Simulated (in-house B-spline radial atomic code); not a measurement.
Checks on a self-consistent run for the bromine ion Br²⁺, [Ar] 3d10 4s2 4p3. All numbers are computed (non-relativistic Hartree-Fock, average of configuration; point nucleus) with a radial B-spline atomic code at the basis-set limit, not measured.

| orbital | q | ε (Eh) | <1/r> | <r²> |
| --- | --- | --- | --- | --- |
| 1s | 2 | -490.95981 | 34.5006 | 0.00255432 |
| 2s | 2 | -66.09110 | 7.67699 | 0.0439018 |
| 2p | 6 | -59.44490 | 7.62382 | 0.0341314 |
| 3s | 2 | -10.75587 | 2.53609 | 0.35805 |
| 3p | 6 | -8.35842 | 2.41622 | 0.374953 |
| 3d | 10 | -4.10231 | 2.16229 | 0.41701 |
| 4s | 2 | -1.74224 | 0.793866 | 3.04961 |
| 4p | 3 | -1.23226 | 0.688265 | 4.01231 |

Electron-electron repulsion V_ee = 980.5775 hartree, kinetic energy T = 2571.2153 hartree.

Problem. What total energy follows from the eigenvalues?

Solution. The eigenvalues count the repulsion twice, so E = Σqε - V_ee = -1590.638 - 980.578 = -2571.215 hartree; the run printed -2571.215.

Problem. What is the virial ratio?

Solution. -V/T = (T - E)/T = 2.000000; at the Hartree-Fock limit it is 2.

Problem. What diamagnetic shielding (Lamb formula) and susceptibility (Langevin formula) do the radii give?

Solution. σ = (α²/3)Σq<1/r> = 174.943/(3·137.036²) = 3105.3 ppm, and χ = -0.79199×10⁻⁶·Σq<r²> = -20.25×10⁻⁶ cm³/mol with Σq<r²> = 25.57 bohr². Both are non-relativistic formulas without the paramagnetism of open shells.
